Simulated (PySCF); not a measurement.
# Xenon: a sound run and one with changed settings

Sound run: Xe [Xe], Xe⁺ [Kr] 4d10 5s2 5p5. All numbers are calculated (PySCF 2.14, a scalar-relativistic core potential, in def2-TZVP with the def2 core potential (28 electrons) (6s5p3d2f, 50 functions)). The sound run starts from symmetry-adapted Hartree-Fock orbitals and uses a fine grid where one is needed.

Changed run: basis STO-3G, all-electron and non-relativistic. This setting is unsound on purpose.

```tsv
species	method	sound run (hartree)	changed run (hartree)	converged
Xe	UHF	-328.29839	-7162.10421	yes
Xe	BP86	-329.49959	-7164.78346	yes
Xe	r2SCAN	-329.48696	-7164.47404	yes
Xe⁺	UHF	-327.87704	-7161.76014	yes
Xe⁺	BP86	-329.04180	-7164.39466	yes
Xe⁺	r2SCAN	-329.03036	-7164.08657	yes
```

Ionisation energy of Xe:

```tsv
method	sound run (eV)	changed run (eV)
UHF	11.466	9.363
BP86	12.457	10.580
r2SCAN	12.425	10.544
```

A minimal basis cannot let orbitals breathe on ionisation and holds almost no correlation. The Hamiltonian changed with the basis, so the totals do not compare.

For comparison, NIST gives 12.130 eV between the lowest levels.
